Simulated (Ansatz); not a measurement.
Nb (SMILES [Nb]), sextet (core potentials on Nb); WB97X-V/def2-SVP (Ansatz, a quantum-chemistry and plane-wave program).

Input for Ansatz:
Ansatz 0.2 input:
```yaml
crystal:
  periodic: [false, false, false]
  atoms:
    - {symbol: Nb, position_ang: [0.00000000, 0.00000000, 0.00000000]}
basis:
  gaussian:
    orbitals: def2-SVP
hamiltonian:
  xc: {name: wB97X-V}
magnetization: {spin_polarized: true, initial_magnetization: 5}
accuracy: high
```

It wrote (shortened):

```
Functional definition: wB97X-V
311 factors; integrals over basis functions are off by at most 1.9e-9 eV
148 factors; integrals over basis functions are off by at most 1.4e-9 eV
mean field evaluation 1: about -1543.5638 eV, gradient 1.0e1 eV
mean field evaluation 2: about -1544.1436 eV, gradient 4.5e0 eV
mean field evaluation 4: about -1544.2550 eV, gradient 2.3e-1 eV
mean field evaluation 8: about -1544.2580 eV, gradient 1.2e-2 eV
mean field evaluation 16: about -1544.2580 eV, gradient 1.9e-6 eV
mean field evaluation 32: about -1544.2647 eV, gradient 4.7e-1 eV
mean field evaluation 64: about -1544.2702 eV, gradient 2.1e-1 eV
mean field evaluation 96: about -1544.2705 eV, gradient 1.4e-9 eV
mean field -1544.27046622 eV, -56.7508928893 hartree, gradient 1.4e-9 eV, S^2 8.751273; 8 other end points of the search recorded, 0 dependent functions left out
reference -1544.27046647 eV, -56.7508928986 hartree; 9, 4 occupied and 22, 27 virtual orbitals, 311 factors
Total energy: -1544.27046647 eV, -56.7508928986 hartree
```
